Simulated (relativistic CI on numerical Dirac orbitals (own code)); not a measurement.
# d3 in a ligand field

Computed with a parametric ligand-field model of a d^n configuration (Racah B and C, spin-orbit zeta, crystal field), exact diagonalisation.

Field parameters in Wybourne normalisation: D3d B²₀ = −7Dσ, B⁴₀ = −14Dq − 21Dτ, B⁴₃ = −14√(10/7) Dq; D4h B²₀ = −7Ds, B⁴₀ = 21(Dq − Dt), B⁴₄ = 21√(5/14) Dq; Oh B⁴₀ = 21Dq, B⁴₄ = √(5/14) B⁴₀; Td as Oh with Dq negative (B⁴₀ = 21Dq, B⁴₄ = √(5/14) B⁴₀). The field is a parameter set, without covalency.

Question: A d3 ion in Td symmetry has the ground term 4T1 and bands at 2E 2046 cm⁻¹, 4T2 9298 cm⁻¹ (1075 nm), 2T1 10927 cm⁻¹ (915 nm), 2T2 11325 cm⁻¹ (883 nm), 4T1 17847 cm⁻¹ (560 nm), 4A2 19648 cm⁻¹ (509 nm). Which parameters reproduce them?

Answer: B = 640, C = 2560, ζ = 0 cm⁻¹, Td, 10Dq = -10350 cm⁻¹.

Question: Ground term and bands for B = 670, C = 2630, ζ = 0 cm⁻¹, D4h, 10Dq = 21400, Ds = 900, Dt = -530 cm⁻¹?

Answer: Ground term 4B1 with 0.00 electrons in the two orbitals of the cubic e set. Spin-allowed: 4B2 21400 cm⁻¹ (467 nm), 4E 26016 cm⁻¹ (384 nm), 4A2 27884 cm⁻¹ (359 nm), 4E 33544 cm⁻¹ (298 nm). Lowest spin-forbidden: 2E 10812 cm⁻¹ (925 nm), 2A1 12933 cm⁻¹ (773 nm), 2B1 13061 cm⁻¹ (766 nm).

Question: Ground term and bands for B = 1040, C = 4240, ζ = 0 cm⁻¹, D3d, 10Dq = 33350, Dσ = 440, Dτ = 340 cm⁻¹?

Answer: Ground term 4A2 with 0.00 electrons in the two orbitals of the cubic e set. Spin-allowed: 4A1 33478 cm⁻¹ (299 nm), 4E 34992 cm⁻¹ (286 nm), 4A2 44322 cm⁻¹ (226 nm), 4E 46659 cm⁻¹ (214 nm). Lowest spin-forbidden: 2E 19734 cm⁻¹ (507 nm), 2E 21267 cm⁻¹ (470 nm), 2A2 21513 cm⁻¹ (465 nm).

Question: Ground term and bands for B = 660, C = 2900, ζ = 0 cm⁻¹, Oh, 10Dq = 5000 cm⁻¹?

Answer: Ground term 4A2 with 0.00 electrons in the two orbitals of the cubic e set. Spin-allowed: 4T2 5000 cm⁻¹ (2000 nm), 4T1 8462 cm⁻¹ (1182 nm), 4T1 16438 cm⁻¹ (608 nm). Lowest spin-forbidden: 2E 12976 cm⁻¹ (771 nm), 2T1 13533 cm⁻¹ (739 nm), 2A1 16340 cm⁻¹ (612 nm). With an A2 ground term the first spin-allowed band lies at |10Dq| itself.

Question: Ground term and bands for B = 550, C = 2760, ζ = 0 cm⁻¹, Oh, 10Dq = 5500 cm⁻¹?

Answer: Ground term 4A2 with 0.00 electrons in the two orbitals of the cubic e set. Spin-allowed: 4T2 5500 cm⁻¹ (1818 nm), 4T1 9064 cm⁻¹ (1103 nm), 4T1 15686 cm⁻¹ (637 nm). Lowest spin-forbidden: 2E 11979 cm⁻¹ (835 nm), 2T1 12456 cm⁻¹ (803 nm), 2A1 15980 cm⁻¹ (626 nm). With an A2 ground term the first spin-allowed band lies at |10Dq| itself.
